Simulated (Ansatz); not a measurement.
`O[SiH2]C(O)Br`. Charge 0, multiplicity 1.

Cartesian coordinates in Å:
```
O 1.257 0.662 -1.112
Si 0.972 -0.017 0.361
C -0.887 -0.379 0.424
O -1.365 -1.146 -0.604
Br -1.690 1.488 0.385
H 0.839 1.515 -1.257
H 1.728 -1.292 0.357
H 1.345 0.840 1.511
H -1.278 -0.777 1.358
H -0.922 -0.894 -1.423
```

(1) List the harmonic frequencies (cm⁻¹, unscaled) at PBE0-D4/def2-TZVP in Ansatz. (An estimate is asked.)

(2) Is this a minimum?

(3) Give the ideal-gas thermochemistry at 298.15 K and 1 bar (rigid rotor, harmonic oscillator; point group C1, symmetry number 1).

(4) Rotational constants (cm⁻¹)?

## Answers

(1) Computed: 66, 125, 188, 282, 342, 419, 507, 545, 619, 675, 723, 848, 911, 919, 958, 1076, 1179, 1243, 1424, 2244, 2252, 3145, 3796, 3877.

(2) Yes, all 24 modes are real.

(3) Zero-point energy 169.7 kJ/mol; H(298) − E = 190.7 kJ/mol; entropy 357.2 J/(mol·K), of which translation 171.9, rotation 117.9, vibration 67.4; G(298) − E = 84.2 kJ/mol. Modes under 100 cm⁻¹ are hindered rotations or soft bends, so the harmonic entropy is rough.

(4) 0.1225, 0.05116, 0.04315.
